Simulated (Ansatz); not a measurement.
`N[SiH](F)S` + H–F → `F[SiH](F)S` + NH₃ at 600 K and 1 bar (ligand exchange at the Si–N bond).

Calculated with Ansatz (gas phase, PBE0-D4/def2-TZVP geometries, no zero-point term in ΔE). CCSD(T)/CBS adds triple-zeta CCSD(T) − MP2 to the extrapolated MP2 energy (def2 sets, frozen cores). This one scheme is used for every species. Each species was taken in one conformer, which may not be the lowest.

```csv
species,CCSD(T)/CBS energy (Eh),H − E (kJ/mol),S (J/(mol·K))
`N[SiH](F)S`,-843.89255,179.8,403.4
H–F,-100.39570,42.3,194.0
`F[SiH](F)S`,-887.80771,109.3,379.0
NH₃,-56.50880,112.4,219.5
```

H − E and S are ideal-gas, rigid-rotor, harmonic terms from PBE0-D4/def2-TZVP, for one conformer and one mirror image of each species. 1 Eh = 2625.50 kJ/mol, R = 8.31446 J/(mol·K).

By hand: ΔE, ΔH, ΔS and ΔG.

ΔE = (-887.80771) + (-56.50880) − (-843.89255) − (-100.39570) = -0.02826 Eh = -74.2 kJ/mol. Δ(H − E) = 109.3 + 112.4 − 179.8 − 42.3 = -0.4, so ΔH = -74.6 kJ/mol. ΔS = 379.0 + 219.5 − 403.4 − 194.0 = 1.1 J/(mol·K). ΔG = -74.6 − 600 × (1.1)/1000 = -75.3 kJ/mol.

By hand: the equilibrium constant, and the temperature at which ΔG would vanish if ΔH and ΔS stayed fixed.

log₁₀ K = −ΔG/(RT ln 10) = 6.6. ΔH and −TΔS have one sign here, so there is no such temperature.

The number of gas molecules stays the same, so ΔS is small and ΔH decides. A doubt of 5 kJ/mol in ΔE shifts log₁₀ K by 0.4 here. Other conformers and mirror images would add mixing entropy, several J/(mol·K) or more a flexible species. These are equilibria of isolated gas molecules and say nothing of rates. Largest T1 diagnostic: 0.012 (customary marks: 0.02 for closed shells, 0.045 for open ones).

ΔS is within the doubt of such terms, so its sign, and with it that verdict, could turn.
